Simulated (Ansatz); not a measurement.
Task: Name a neutral molecule of Br, Li with zero-point energy (PBE0-D4/def2-TZVP) between -5 and 11 kJ/mol and HOMO energy (PBE0/def2-TZVPP) between -6.90 and -6.60 eV (Ansatz, PBE0-D4/def2-TZVP geometry).

Result: `[Li][Br]` (3.4 kJ/mol, -6.79 eV). Other molecules can fit too; these were computed, each in one conformer that needn't be the lowest.
